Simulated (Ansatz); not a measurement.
`[CH3][Ga]([Cl])[Cl]` + benzene → `[CH3][Ga]([Cl])[c]1ccccc1` + HCl  (formal exchange of groups at a Ga–Cl bond)

Gas-phase electronic energies from Ansatz, PBE0-D4/def2-TZVP geometries. CCSD(T)/CBS is the MP2 limit (def2-TZVPP, def2-QZVPP) plus CCSD(T) − MP2 in def2-TZVPP, frozen cores. This one scheme is used for every species. Functionals use def2-TZVPP. For Ga outer-core shells are correlated without core-valence functions, which leaves a few kJ/mol of doubt a bond. Scalar relativity is left out up to krypton. Each species was taken in one conformer, which may not be the lowest.

CCSD(T)/CBS gives +114.0 kJ/mol.

**Question.** Another level gave +114.6 kJ/mol. Which?
A. HF/def2-TZVPP
B. LDA (SPW92)/def2-TZVPP
C. PBE-QIDH/def2-TZVPP
D. CAM-B3LYP/def2-TZVPP

**Answer.** B. LDA (SPW92) 114.6, PBE-QIDH 123.4, CAM-B3LYP 130.5, HF/def2-TZVPP 149.4 kJ/mol.

Largest T1 diagnostic among the species: 0.011.

The D4 term adds −12.4 kJ/mol with B3LYP and −7.5 kJ/mol with PBE0; it sums over pairs of atoms, weighted by their polarisabilities, and B3LYP, whose exchange is more repulsive, gets the larger term. Leaving LDA and LC-ωPBE aside and taking each functional with its dispersion term where it has one, the values, not all of them listed here, spread over 17.4 kJ/mol, from revPBE-D4 to B97M-V. LDA lies −10.0 kJ/mol from PBE without D4. At CCSD(T), def2-SVP lies +9.5 kJ/mol from the extrapolated value and def2-TZVPP −1.1 kJ/mol.

B3LYP here is the variant with VWN-RPA as its local correlation; programs differ in this.
